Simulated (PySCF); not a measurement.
## Trend along group 14: MCl molecules

CCSD(T) with triple-zeta basis sets in PySCF, for the lowest determinant that a PBE0 search found; no spin–orbit coupling. De refers to high-spin ground-configuration atoms.

```
 M         basis  reference, frozen orbitals  state (unpaired electrons)  Re (Å)  ωe (cm⁻¹)  De (eV)
 C    def2-TZVPP                      UHF, 6               doublet (π ↑)   1.656        873     4.00
Si  x2c-TZVPPall                     UHF, 10               doublet (π ↑)   2.073        535     4.18
Ge    def2-TZVPP                     UHF, 14               doublet (π ↑)   2.175        414     3.91
Sn    def2-TZVPP                      UHF, 9               doublet (π ↑)   2.366        355     3.74
Pb  x2c-TZVPPall                     UHF, 39               doublet (π ↑)   2.466        318     3.54
```

The shortest bond is that of CCl (1.656 Å), the longest that of PbCl (2.466 Å).

The rows differ in basis set, which adds steps of its own.

Down a group the atoms grow and get heavier, so bonds lengthen and wavenumbers fall; this series shows no clear exception.

Correlated steps freeze the inner cores (6 to 39 orbitals); shallow outer-core shells are correlated. Spin–orbit coupling is left out, which matters for elements this heavy, above all for dissociation energies. States were picked by a PBE0 search and need not be the measured ground states.
